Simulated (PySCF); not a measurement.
# Correlation energy of Cd (cadmium, neutral)

[Kr] 4d10 5s2, closed-shell 1S. Computed with PySCF 2.14 in def2-QZVPPD with the def2 core potential (28 electrons) (7s5p4d4f2g, 88 functions), with scalar relativity through the core potential. Frozen: 4s2 4p6; 12 electrons correlated.

```tsv
level	correlation energy (mhartree)
CCSD	-445.96
(T)	-18.80
CCSD(T)	-464.76
```

Diagnostics: T1 = 0.020, D1 = 0.0677, largest double amplitude 0.054.

Cost of the coupled-cluster step: of the order of 14 core-seconds, for 12 correlated electrons.
